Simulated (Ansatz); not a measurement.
Reaction (redistribution): `N1[SiH2][AsH]1` + `CC1[CH2][AlH][SiH2]1` → `C[As]1N[SiH2]1` + `[CH2]1C[SiH2][AlH]1`

Gas-phase electronic energies from Ansatz, PBE0-D4/def2-TZVP geometries. CBS: MP2 limit from def2 TZ/QZ plus the TZ coupled-cluster correction, frozen cores. DFT in def2-TZVPP. For As outer-core shells are correlated without core-valence functions, which leaves a few kJ/mol of doubt a bond. Scalar relativity is left out up to krypton.

Task: Is it downhill or uphill in electronic energy at CCSD(T)/CBS, and by how much? (An estimate is asked.)

Result: Computed: Downhill: ΔE = -15.8 kJ/mol.

Task: What do these levels give: PBE-D4, ωB97X-V, B2PLYP, PBE, PBE0, HF/def2-TZVPP, SCS-MP2/def2-TZVPP, CCSD/def2-TZVPP, CCSD(T)/def2-TZVPP, SCS-MP2/def2-QZVPP, HF/CBS(def2), CCSD/CBS(def2)? (Estimate.)

Result: Ansatz gave: PBE-D4 -18.6, ωB97X-V -16.3, B2PLYP -19.1, PBE -19.2, PBE0 -18.0, HF/def2-TZVPP -16.3, SCS-MP2/def2-TZVPP -17.7, CCSD/def2-TZVPP -16.5, CCSD(T)/def2-TZVPP -16.7, SCS-MP2/def2-QZVPP -17.3, HF/CBS(def2) -16.1, CCSD/CBS(def2) -15.6 kJ/mol.

Largest T1 diagnostic among the species: 0.013.
